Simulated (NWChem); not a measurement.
# Atomisation of H$_{2}$B

```xyz
3

B      0.0000     0.0000    -0.1485
H      1.0965     0.0000     0.3711
H     -1.0965     0.0000     0.3711
```
Charge 0, spin multiplicity 2.

Everything below was run with NWChem. All single points use one geometry, from UPBE/def2-SVP, a minimum by its harmonic frequencies.

Basis set: def2-QZVP. The atomisation energy is electronic alone: no zero-point, thermal, spin-orbit or counterpoise terms. No value is extrapolated to the basis-set limit. Free atoms are single determinants with multiplicities B 2, H 2.

B3LYP has NWChem's definition, with VWN1-RPA local correlation. The structure started from a generated list of species. The unpaired electrons of the parent sit in orbitals of symmetry a1 (C2v labels of the run); other states weren't searched. No SCF solution was tested for a lower state.

### Question
Order these methods by the atomisation energy they give, lowest first: LDA (SVWN5), PBE, B3LYP, BP86, M06-2X.

### Answer
PBE (171.6 kcal/mol), M06-2X (172.6 kcal/mol), B3LYP (174.3 kcal/mol), BP86 (176.6 kcal/mol), LDA (SVWN5) (187.2 kcal/mol)
